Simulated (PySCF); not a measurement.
A structure optimised at B3LYP-D3(BJ)/def2-TZVP, used in a PySCF frequency run:

```xyz
4

Se     0.0898     0.0064     0.3939
F     -0.0150     1.3391    -0.7675
O     -0.2180    -1.3513    -0.7100
H     -1.1744    -1.4594    -0.8056
```

Question: Write its SMILES and formula.

Answer: O[Se]F, FHOSe

Question: What are its rotational constants (standard atomic weights)?

Answer: 14.858, 7.5580, 5.0873 GHz
